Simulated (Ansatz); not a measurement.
Calculated with Ansatz (gas phase, PBE0-D4/def2-TZVP geometries, no zero-point term in ΔE). CBS: MP2 limit from def2 TZ/QZ plus the TZ coupled-cluster correction, frozen cores. This one scheme is used for every species. DFT in def2-TZVPP. For Br outer-core shells are correlated without core-valence functions, which leaves a few kJ/mol of doubt a bond. Scalar relativity is left out up to krypton. One conformer a species, not always the lowest.

Reaction (hydrogenolysis of a C–C bond): `CC[Si](N)(O)Br` + H₂ → `C[Si](N)(O)Br` + CH₄

```
        level  ΔE (kcal/mol)
       r2SCAN          -20.6
HF/def2-TZVPP          -24.0
```

Question: What does CCSD(T)/CBS give? (Estimate.)

Answer: Computed: -19.0 kcal/mol. The listed levels differ from it by -1.6, -5.0 kcal/mol.

Largest T1 diagnostic among the species: 0.009.

The D4 term adds +2.5 kcal/mol with B3LYP and +1.4 kcal/mol with PBE0; it sums over pairs of atoms, weighted by their polarisabilities, and B3LYP, whose exchange is more repulsive, gets the larger term. In def2-TZVPP, CCSD(T) changes the Hartree–Fock value by +4.9 kcal/mol (the triples alone add +0.9 kcal/mol) and MP2 by +5.7 kcal/mol.

B3LYP here is the variant with VWN-RPA as its local correlation; programs differ in this.
